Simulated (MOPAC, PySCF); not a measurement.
System: H6OSi2, singlet: bend at the central O, local threefold symmetry of each SiH3 group. Scanned: Si-O-Si angle. Other coordinates (O-Si length, H-Si-O angle, Si-H length) were minimised at B3LYP/def2-TZVP.

Levels: RMP2/6-31G* = PySCF with restricted MP2 (frozen core)/6-31G*, spherical d; PM6, restricted, heats of formation (MOPAC); PM7, restricted, heats of formation (MOPAC); M06-2X/def2-TZVP, density fitting (PySCF).

Energies relative to the lowest point of each profile, in kcal/mol; the last columns give the difference from M06-2X:

| a / ° | RMP2/6-31G* | PM6 | PM7 | M06-2X | RMP2/6-31G* − M06-2X | PM6 − M06-2X | PM7 − M06-2X |
|---|---|---|---|---|---|---|---|
| 180 | 0.3 | 0.0 | 0.0 | 0.1 | 0.2 | -0.1 | -0.1 |
| 172.50 | 0.3 | 0.2 | 0.1 | 0.1 | 0.2 | 0.1 | 0.0 |
| 165 | 0.2 | 0.7 | 0.6 | 0.1 | 0.2 | 0.6 | 0.5 |
| 157.50 | 0.1 | 1.5 | 1.3 | 0.0 | 0.1 | 1.5 | 1.3 |
| 150 | 0.0 | 2.6 | 2.5 | 0.0 | 0.0 | 2.6 | 2.5 |
| 142.50 | 0.0 | 4.2 | 4.1 | 0.1 | -0.1 | 4.1 | 4.0 |
| 135 | 0.2 | 6.1 | 6.3 | 0.4 | -0.2 | 5.7 | 5.9 |
| 127.50 | 0.7 | 8.5 | 9.2 | 1.0 | -0.4 | 7.5 | 8.1 |
| 120 | 1.8 | 11.5 | 13.1 | 2.4 | -0.6 | 9.1 | 10.7 |
| 112.50 | 4.0 | 15.1 | 18.3 | 4.9 | -0.9 | 10.3 | 13.4 |
| 105 | 7.9 | 19.6 | 25.2 | 9.2 | -1.3 | 10.4 | 16.1 |
| 97.50 | 14.8 | 25.2 | 34.7 | 16.4 | -1.6 | 8.9 | 18.3 |
| 90 | 26.5 | 32.7 | 47.8 | 28.1 | -1.6 | 4.6 | 19.7 |

RMP2/6-31G* is furthest from M06-2X at 90 (-1.6 kcal/mol, below); its mean absolute difference over the points is 0.6 kcal/mol.

PM6 is furthest from M06-2X at 105 (10.4 kcal/mol, above); its mean absolute difference over the points is 5.0 kcal/mol.

PM7 is furthest from M06-2X at 90 (19.7 kcal/mol, above); its mean absolute difference over the points is 7.7 kcal/mol.
